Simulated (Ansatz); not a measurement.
Ansatz (a quantum-chemistry and plane-wave program) input (CCSD(T)/aug-cc-pVDZ):

Ansatz 0.2 input:
```yaml
crystal:
  periodic: [false, false, false]
  atoms:
    - {symbol: C, position_ang: [-2.44523806, 0.10320825, -0.67082028]}
    - {symbol: C, position_ang: [-1.12325232, -0.56980455, -0.45571480]}
    - {symbol: C, position_ang: [-0.10150669, 0.03887169, 0.24277793]}
    - {symbol: O, position_ang: [-0.11031783, 1.19620849, 0.77793753]}
    - {symbol: C, position_ang: [1.20827651, -0.75498392, 0.40095085]}
    - {symbol: C, position_ang: [2.40614935, 0.02567517, -0.14111310]}
    - {symbol: H, position_ang: [-2.40932854, 1.08676436, -0.19451301]}
    - {symbol: H, position_ang: [-2.69653855, 0.26010534, -1.73317839]}
    - {symbol: H, position_ang: [-3.29869771, -0.44381870, -0.23585121]}
    - {symbol: H, position_ang: [-0.97168547, -1.56662098, -0.85822942]}
    - {symbol: H, position_ang: [1.36196407, -0.93170027, 1.47366947]}
    - {symbol: H, position_ang: [1.13505101, -1.73234558, -0.08803406]}
    - {symbol: H, position_ang: [3.36145472, -0.46492485, 0.08000445]}
    - {symbol: H, position_ang: [2.40642061, 1.02262089, 0.30277468]}
    - {symbol: H, position_ang: [2.32732994, 0.14245219, -1.22662646]}
basis:
  gaussian:
    orbitals: aug-cc-pVDZ
total_charge: -1
magnetization: {spin_polarized: false}
correlation: {method: ccsd_t, electrons: outside_noble_gas}
output: {forces: true}
```

End of the output:

```
cycle   7  -27.24456496 eV  change   -2.2e-4 eV  update   1.1e-3
cycle   8  -27.24431108 eV  change    2.5e-4 eV  update   5.4e-4
cycle   9  -27.24413392 eV  change    1.8e-4 eV  update   2.5e-4
cycle  10  -27.24435797 eV  change   -2.2e-4 eV  update   1.4e-4
cycle  11  -27.24430187 eV  change    5.6e-5 eV  update   6.5e-5
cycle  12  -27.24426192 eV  change    4.0e-5 eV  update   3.2e-5
cycle  13  -27.24425587 eV  change    6.1e-6 eV  update   1.6e-5
cycle  14  -27.24424890 eV  change    7.0e-6 eV  update   1.0e-5
cycle  15  -27.24424605 eV  change    2.8e-6 eV  update   5.0e-6
cycle  16  -27.24424550 eV  change    5.5e-7 eV  update   3.1e-6
perturbative correction -1.06191289 eV, -0.0390245788 hartree
the calculation of the forces begins
1.02 GiB of device memory are held for the factors and their scratch space
Total energy: -7360.44460950 eV, -270.4913503106 hartree
Atom 0 at    -2.445238     0.103208    -0.670820 Å, force    -0.179259     0.019726    -0.060689 eV/Å
Atom 1 at    -1.123252    -0.569805    -0.455715 Å, force    -0.394738    -0.287595    -0.316695 eV/Å
Atom 2 at    -0.101507     0.038872     0.242778 Å, force     0.597637    -0.570998    -0.041409 eV/Å
Atom 3 at    -0.110318     1.196208     0.777938 Å, force    -0.022074     1.230034     0.562112 eV/Å
Atom 4 at     1.208277    -0.754984     0.400951 Å, force    -0.048874     0.074223    -0.001790 eV/Å
Atom 5 at     2.406149     0.025675    -0.141113 Å, force    -0.082643    -0.016065     0.006746 eV/Å
Atom 6 at    -2.409329     1.086764    -0.194513 Å, force     0.003020     0.441823     0.208691 eV/Å
Atom 7 at    -2.696539     0.260105    -1.733178 Å, force    -0.060060     0.056505    -0.394880 eV/Å
Atom 8 at    -3.298698    -0.443819    -0.235851 Å, force    -0.289746    -0.214770     0.180680 eV/Å
Atom 9 at    -0.971685    -1.566621    -0.858229 Å, force     0.094004    -0.498090    -0.190286 eV/Å
Atom 10 at     1.361964    -0.931700     1.473669 Å, force     0.050720    -0.063934     0.456737 eV/Å
Atom 11 at     1.135051    -1.732346    -0.088034 Å, force    -0.044327    -0.438697    -0.236838 eV/Å
Atom 12 at     3.361455    -0.464925     0.080004 Å, force     0.397487    -0.220866     0.099466 eV/Å
Atom 13 at     2.406421     1.022621     0.302775 Å, force     0.022784     0.444891     0.206528 eV/Å
Atom 14 at     2.327330     0.142452    -1.226626 Å, force    -0.043933     0.043810    -0.478373 eV/Å
Dipole moment:     0.360580    -0.479696    -0.253780 e Å
```

It need not be the lowest isomer of its formula. Whether it binds its extra electron was not tested at this geometry.
